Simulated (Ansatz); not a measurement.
Species: C22H28 rod of 4 cages `C1C2CC3C4CC56CC7CC8C9CC(C2)(C(C14)C85)C3C6C9C7` (charge 0, multiplicity 1).

Question: Give a relaxed geometry from PBE-D3(BJ)/def2-SVP (Ansatz, a program for electronic structure).

Answer: the end point of this relaxation (outside a Z-matrix the atoms follow the SMILES, hydrogens last).
Cartesian coordinates (Å) in one orientation:
```xyz
50

C     -1.352    -3.127    -0.452
C     -2.243    -2.243    -1.343
C     -3.127    -1.352    -0.452
C     -2.239    -0.466     0.436
C     -1.335    -1.335     1.342
C     -0.447    -0.447     2.221
C      0.452     0.452     1.359
C      1.352     1.352     2.225
C      2.243     2.243     1.343
C      3.127     1.352     0.452
C      2.239     0.466    -0.436
C      1.335     1.335    -1.342
C      0.447     0.447    -2.221
C     -0.452    -0.452    -1.359
C     -1.352    -1.352    -2.225
C      0.433    -1.334    -0.433
C     -0.466    -2.239     0.436
C      1.334    -0.433     0.433
C     -1.334     0.433    -0.433
C     -0.433     1.334     0.433
C      0.466     2.239    -0.436
C      1.352     3.127     0.452
H     -0.716    -3.787    -1.082
H     -1.981    -3.791     0.180
H     -2.884    -2.884    -1.986
H     -3.787    -0.716    -1.082
H     -3.791    -1.981     0.180
H     -2.876     0.183     1.078
H     -1.977    -1.977     1.984
H     -1.076     0.188     2.884
H      0.188    -1.076     2.884
H      0.715     1.979     2.888
H      1.978     0.715     2.888
H      2.884     2.884     1.986
H      3.787     0.716     1.082
H      3.791     1.981    -0.180
H      2.876    -0.182    -1.078
H      1.977     1.977    -1.984
H      1.076    -0.188    -2.884
H     -0.188     1.076    -2.884
H     -0.715    -1.978    -2.888
H     -1.979    -0.715    -2.888
H      1.079    -1.974    -1.076
H      0.182    -2.876     1.078
H      1.974    -1.079     1.076
H     -1.974     1.080    -1.076
H     -1.079     1.974     1.076
H     -0.182     2.876    -1.078
H      0.716     3.787     1.082
H      1.981     3.791    -0.180
```
